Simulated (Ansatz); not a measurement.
Ansatz (a program for electronic structure) input (B3LYP-D3(BJ)/def2-TZVP):

Ansatz 0.2 input:
```yaml
crystal:
  periodic: [false, false, false]
  atoms:
    - {symbol: In, position_ang: [-0.00000000, -0.00000000, -0.30797384]}
    - {symbol: F, position_ang: [0.00000000, 0.00000000, 1.67674645]}
basis:
  gaussian:
    orbitals: def2-TZVP
hamiltonian:
  xc: b3lyp
  dispersion: d3bj
magnetization: {spin_polarized: true, initial_magnetization: 2}
phonons: {temperatures: {t_min: 298.15, t_max: 298.15, t_step: 100}}
```

Output:

```
Functional definition: B3LYP
integrals: 0.02 GiB planned
621 factors; their error is unknown
mean field: 0.24 GiB planned
mean field evaluation 1: about -7888.5096 eV, gradient 3.0e1 eV
mean field evaluation 2: about -7832.2765 eV, gradient 1.2e2 eV
mean field evaluation 4: about -7891.5808 eV, gradient 3.8e0 eV
mean field evaluation 8: about -7891.6818 eV, gradient 1.2e-1 eV
mean field evaluation 16: about -7891.6819 eV, gradient 9.0e-6 eV
mean field -7891.68189646 eV, -290.0139605209 hartree, gradient 9.0e-6 eV, S^2 2.003665; 1 other end points of the search recorded, 0 dependent functions left out
the calculation of the forces begins
reference -7891.68209338 eV, -290.0139677576 hartree; 16, 14 occupied and 65, 67 virtual orbitals, 621 factors
these checks for a lower state are left out or cut short: stability, starts, cluster_reference, orbital_swaps, neighbouring_geometries, increment
integrals: 0.02 GiB planned
621 factors; their error is unknown
mean field: 0.24 GiB planned
mean field evaluation 32: about -7891.6819 eV, gradient 4.4e-7 eV
mean field -7891.68189646 eV, -290.0139605209 hartree, gradient 4.4e-7 eV, S^2 2.003665; 0 other end points of the search recorded, 0 dependent functions left out
the calculation of the forces begins
reference -7891.68209338 eV, -290.0139677576 hartree; 16, 14 occupied and 65, 67 virtual orbitals, 621 factors
these checks for a lower state are left out or cut short: stability, starts, cluster_reference, orbital_swaps, neighbouring_geometries, increment
integrals: 0.02 GiB planned
621 factors; their error is unknown
mean field: 0.24 GiB planned
mean field -7891.68189646 eV, -290.0139605209 hartree, gradient 4.4e-7 eV, S^2 2.003665; 0 other end points of the search recorded, 0 dependent functions left out
the calculation of the forces begins
reference -7891.68209338 eV, -290.0139677576 hartree; 16, 14 occupied and 65, 67 virtual orbitals, 621 factors
these checks for a lower state are left out or cut short: stability, starts, cluster_reference, orbital_swaps, neighbouring_geometries, increment
integrals: 0.02 GiB planned
621 factors; their error is unknown
mean field: 0.24 GiB planned
mean field -7891.68189646 eV, -290.0139605209 hartree, gradient 5.1e-7 eV, S^2 2.003665; 0 other end points of the search recorded, 0 dependent functions left out
the calculation of the forces begins
reference -7891.68209338 eV, -290.0139677576 hartree; 16, 14 occupied and 65, 67 virtual orbitals, 621 factors
these checks for a lower state are left out or cut short: stability, starts, cluster_reference, orbital_swaps, neighbouring_geometries, increment
integrals: 0.02 GiB planned
621 factors; their error is unknown
mean field: 0.24 GiB planned
mean field -7891.68189646 eV, -290.0139605209 hartree, gradient 5.1e-7 eV, S^2 2.003665; 0 other end points of the search recorded, 0 dependent functions left out
the calculation of the forces begins
reference -7891.68209338 eV, -290.0139677576 hartree; 16, 14 occupied and 65, 67 virtual orbitals, 621 factors
these checks for a lower state are left out or cut short: stability, starts, cluster_reference, orbital_swaps, neighbouring_geometries, increment
integrals: 0.02 GiB planned
621 factors; their error is unknown
mean field: 0.24 GiB planned
mean field -7891.68184963 eV, -290.0139587998 hartree, gradient 1.3e-6 eV, S^2 2.003633; 0 other end points of the search recorded, 0 dependent functions left out
the calculation of the forces begins
reference -7891.68204652 eV, -290.0139660354 hartree; 16, 14 occupied and 65, 67 virtual orbitals, 621 factors
these checks for a lower state are left out or cut short: stability, starts, cluster_reference, orbital_swaps, neighbouring_geometries, increment
integrals: 0.02 GiB planned
621 factors; their error is unknown
mean field: 0.24 GiB planned
mean field evaluation 64: about -7891.6818 eV, gradient 1.1e-1 eV
mean field -7891.68184743 eV, -290.0139587191 hartree, gradient 1.3e-6 eV, S^2 2.003696; 0 other end points of the search recorded, 0 dependent functions left out
the calculation of the forces begins
reference -7891.68204439 eV, -290.0139659570 hartree; 16, 14 occupied and 65, 67 virtual orbitals, 621 factors
these checks for a lower state are left out or cut short: stability, starts, cluster_reference, orbital_swaps, neighbouring_geometries, increment
integrals: 0.02 GiB planned
621 factors; their error is unknown
mean field: 0.24 GiB planned
mean field -7891.68189646 eV, -290.0139605209 hartree, gradient 4.4e-7 eV, S^2 2.003665; 0 other end points of the search recorded, 0 dependent functions left out
the calculation of the forces begins
reference -7891.68209338 eV, -290.0139677576 hartree; 16, 14 occupied and 65, 67 virtual orbitals, 621 factors
these checks for a lower state are left out or cut short: stability, starts, cluster_reference, orbital_swaps, neighbouring_geometries, increment
integrals: 0.02 GiB planned
621 factors; their error is unknown
mean field: 0.24 GiB planned
mean field -7891.68189646 eV, -290.0139605209 hartree, gradient 4.4e-7 eV, S^2 2.003665; 0 other end points of the search recorded, 0 dependent functions left out
the calculation of the forces begins
reference -7891.68209338 eV, -290.0139677576 hartree; 16, 14 occupied and 65, 67 virtual orbitals, 621 factors
these checks for a lower state are left out or cut short: stability, starts, cluster_reference, orbital_swaps, neighbouring_geometries, increment
integrals: 0.02 GiB planned
621 factors; their error is unknown
mean field: 0.24 GiB planned
mean field -7891.68189646 eV, -290.0139605209 hartree, gradient 5.1e-7 eV, S^2 2.003665; 0 other end points of the search recorded, 0 dependent functions left out
the calculation of the forces begins
reference -7891.68209338 eV, -290.0139677576 hartree; 16, 14 occupied and 65, 67 virtual orbitals, 621 factors
these checks for a lower state are left out or cut short: stability, starts, cluster_reference, orbital_swaps, neighbouring_geometries, increment
integrals: 0.02 GiB planned
621 factors; their error is unknown
mean field: 0.24 GiB planned
mean field evaluation 96: about -7891.6819 eV, gradient 1.5e-6 eV
mean field -7891.68189646 eV, -290.0139605209 hartree, gradient 5.1e-7 eV, S^2 2.003665; 0 other end points of the search recorded, 0 dependent functions left out
the calculation of the forces begins
reference -7891.68209338 eV, -290.0139677576 hartree; 16, 14 occupied and 65, 67 virtual orbitals, 621 factors
these checks for a lower state are left out or cut short: stability, starts, cluster_reference, orbital_swaps, neighbouring_geometries, increment
integrals: 0.02 GiB planned
621 factors; their error is unknown
mean field: 0.24 GiB planned
mean field -7891.68184743 eV, -290.0139587191 hartree, gradient 1.3e-6 eV, S^2 2.003696; 0 other end points of the search recorded, 0 dependent functions left out
the calculation of the forces begins
reference -7891.68204439 eV, -290.0139659570 hartree; 16, 14 occupied and 65, 67 virtual orbitals, 621 factors
these checks for a lower state are left out or cut short: stability, starts, cluster_reference, orbital_swaps, neighbouring_geometries, increment
integrals: 0.02 GiB planned
621 factors; their error is unknown
mean field: 0.24 GiB planned
mean field -7891.68184963 eV, -290.0139587998 hartree, gradient 1.3e-6 eV, S^2 2.003633; 0 other end points of the search recorded, 0 dependent functions left out
the calculation of the forces begins
reference -7891.68204652 eV, -290.0139660354 hartree; 16, 14 occupied and 65, 67 virtual orbitals, 621 factors
Total energy: -7891.71135103 eV, -290.0150429564 hartree
Atom 0 at    -0.000000    -0.000000    -0.307974 Å, force     0.000000    -0.000000     0.001292 eV/Å
Atom 1 at     0.000000     0.000000     1.676746 Å, force    -0.000000     0.000000    -0.001292 eV/Å
Dipole moment:    -0.000000    -0.000000    -0.570148 e Å
Vibrations: 505.96 cm⁻¹, zero-point energy 0.031365 eV
```

This is an excited triplet: at this geometry the singlet lies 3.48 eV lower at CCSD(T)/CBS(def2-TZVPPD,def2-QZVPPD).
